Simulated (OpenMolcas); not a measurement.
# Cu2+ in MgO: curves along the breathing mode

Cu2+ with its 6 nearest oxide ions, on the Mg site of MgO (a = 4.2112 Å, distance in the model lattice 2.106 Å). The rest of the host is ab initio model potentials to 7.6 Å, with orthogonalisation functions on the cations behind the ligands, and point charges beyond; the distance is set by hand and nothing relaxes. Ligand basis ANO-RCC-VDZP.

```
Program             : OpenMolcas 26.06
Method              : SS-CASPT2, IPEA 0.25 Eh, imaginary shift 0.1 Eh (closed shells correlated: 3s 3p and the ligand valence shells)
Basis               : ANO-RCC-VDZP [5s4p2d1f]
Scalar Hamiltonian  : DKH2, point nucleus
Active space        : 9 electrons in 5 orbitals (3d)
State averaging     : 2S+1 = 2 even, 5 roots
Spin-orbit coupling : state interaction with AMFI integrals over the reference wave functions
```

Spin-free energies (labels of O, the rotations of Oh) in cm-1 above the lowest fitted minimum, as all ligands move together:

```
R (Å)     2E    2T2
1.969   9060  21550
2.016   3540  15080
2.062    670  11410
2.108     90  10160
2.155   1730  11230
2.201   5440  14490
2.248  11390  20060
```

Cubic fits give the following; the wavenumber is harmonic, with the mass of all moving ligands, small differences in it between states hang on the degree of the fit, a number in brackets counts states of one label, and the table is a selection of at most 14 states with clean curves.

```tsv
State	R0 (Å)	Breathing mode (cm-1)	Minimum (cm-1)
2E	2.097	609	0
2T2	2.110	620	10130
```

The minimum of 2T2 is shifted by +0.0125 Å against 2E (from the unrounded fits). With M = 96.0 u for the moving shell, the Huang-Rhys factor in this mode is S = M ω ΔR² / 2ħ = 0.01483 × 96.0 × 609 × 0.0125² = 0.14. Only the first shell moves, against a rigid host.

Over all roots computed the reference weight is 0.71 to 0.72 in R = 1.969, 0.71 in R = 2.016, 0.71 in R = 2.062, 0.71 in R = 2.108, 0.71 in R = 2.155, 0.71 in R = 2.201, 0.71 in R = 2.248; a low but even weight reflects the number of correlated electrons. An orbital doublet at a regular site is open to a Jahn-Teller distortion, which this geometry leaves out. A single d shell leaves out the double-shell effect, which counts most for late 3d ions, where the CASPT2 field can be off either way by tens of per cent. Ligand-to-metal charge-transfer states are missing. With one d shell and no ligand orbital active, 10Dq can be off by tens of per cent for divalent 3d ions, low with halides held by bare charges and at times high in hosts, and the orbital part of g and χT goes as 1/10Dq. Free-ion shares, where given, are those of the reference states; single-state CASPT2 does not remix them. No measured value stands beside these numbers.
